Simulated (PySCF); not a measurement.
## How exact exchange moves a shielding

Molecule: `C=CCO[SiH2]Cl`, C₃H₇ClOSi.

Mapped SMILES: `[CH2:1]=[CH:2][CH2:3][O:4][SiH2:5][Cl:6]` (H(Xn): hydrogen on atom n). Ha(C1) is cis to C3; Hb(C1) is trans to C3.

GIAO shieldings (ppm, equivalent atoms averaged) in PySCF 2.14 on the PBE0-D3(BJ)/def2-SVP geometry, basis pcSseg-1, gas phase, non-relativistic:

```tsv
functional	exact exchange (%)	σ(C3)	σ(O4)	σ(Si5)	σ(Cl6)
BLYP	0	99.1	242.0	340.4	853.2
BP86	0	104.3	247.2	345.0	860.4
PBE	0	104.5	246.1	345.4	859.9
B3LYP	20	105.7	257.0	353.2	878.5
PBE0	25	112.3	264.1	362.1	891.0
BHandHLYP	50	114.3	275.1	374.2	909.8
HF	100	127.6	299.8	413.8	954.4
```

Question: Fit each shielding as a line in the percentage of exact exchange.

Answer: σ(C3) = 102.8 + 0.25 x (rms 2.2 ppm); σ(O4) = 246.3 + 0.55 x (rms 2.4 ppm); σ(Si5) = 342.7 + 0.69 x (rms 2.6 ppm); σ(Cl6) = 859.7 + 0.97 x (rms 3.8 ppm). The functionals also differ in their semilocal parts, which the line can't hold; Hartree–Fock has no correlation at all.

Question: What does the line predict for mPW1PW91 (25 %), and what does the run give?

Answer: σ(C3): 109.0 predicted, 111.6 computed; σ(O4): 260.1 predicted, 264.4 computed; σ(Si5): 359.9 predicted, 361.4 computed; σ(Cl6): 884.0 predicted, 891.6 computed ppm.
